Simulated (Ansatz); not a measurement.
Relative stability

Two relaxed structures of AlHIF, singlet (PBE0-D4/def2-TZVP; forces vanish, vibrations not checked).

A:

F1  (-2.343, 0.389, 0.570)
Al2  (-0.750, -0.083, 0.566)
I3  (2.796, -1.139, 0.568)
H4  (4.348, -1.602, 0.572)
(Å)

B:

F1  (-1.296, -0.202, 1.111)
Al2  (-0.181, 0.094, -0.058)
I3  (2.065, -0.840, 0.252)
H4  (-0.588, 0.948, -1.305)
(Å)

Program: Ansatz 0.2.0. Basis: def2-TZVPP. Cores are frozen in the correlated methods. Filled d shells of the heavier atoms are correlated. Core potentials replace the inner electrons of the atoms past krypton. The def2 sets are not built for correlating such inner shells, so the correlated values are less sure here. B3LYP uses VWN-RPA correlation.

(1) Which structure is lower at CCSD(T), and by how much? (To be estimated.)

T1 diagnostic: at most 0.011.

Results:

(1) By the calculation: B, by 189.1 kJ/mol (electronic energy, against the other). By their contacts, A is a complex of AlF + HI and B is AlHIF ([F][AlH][I]).

All methods give the same order:

```tsv
method	E(B) − E(A) (kJ/mol)
PBE-D4	-177.9
r2SCAN-D4	-212.1
PBE0-D4	-193.4
B3LYP-D4	-179.8
wB97M-V	-182.6
HF	-207.9
MP2	-207.4
CCSD	-189.1
CCSD(T)	-189.1
```

Labels in which every atom is bracketed show which atoms are joined, not bond orders.

For scale, one of the runs: CCSD(T)/def2-TZVPP, 137 basis functions, launched by `ansatz run in.yaml --threads 2 --pin off --events-out ev --progress --plain --max-ram 4352MiB`. Time: 26 s of wall clock on 2 CPU threads of an Arm Neoverse V1; the host was shared. Peak host memory: 0.8 GiB.
